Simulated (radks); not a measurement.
Q: These are the eigenvalues of the occupied orbitals of an atom or ion with whole-number occupations (eV). All-electron calculation, Dirac Kohn-Sham, HCTH/407, spin-unpolarised, spherical densities, finite nucleus; Fermi nuclear charge, rms radius of each element as measured or else 0.836 A^(1/3) + 0.57 fm. Program: a radial shooting solver on a logarithmic mesh with Libxc functionals.

| orbital | eigenvalue |
|---|---|
| 1s1/2 | -1510.108 |
| 2s1/2 | -109.3979 |
| 2p1/2 | -71.1536 |
| 2p3/2 | -70.7106 |
| 3s1/2 | -7.8404 |
| 3p1/2 | -2.8569 |

Which element is it, and in what charge state? The configuration may be excited. Open shells, if any, fill j = l - 1/2 first.

A: Z = 13, aluminium, charge 0: Al in [Ne] 3s2 3p1. The list shows which subshells hold electrons but not how many an open one holds; the 1s level, -55.495 hartree, gives Z - s = 10.5 by -(Z - s)^2/2, which with screening and relativity narrows Z to a few neighbours, and the depths of the outer levels then fix element, charge and occupations together.
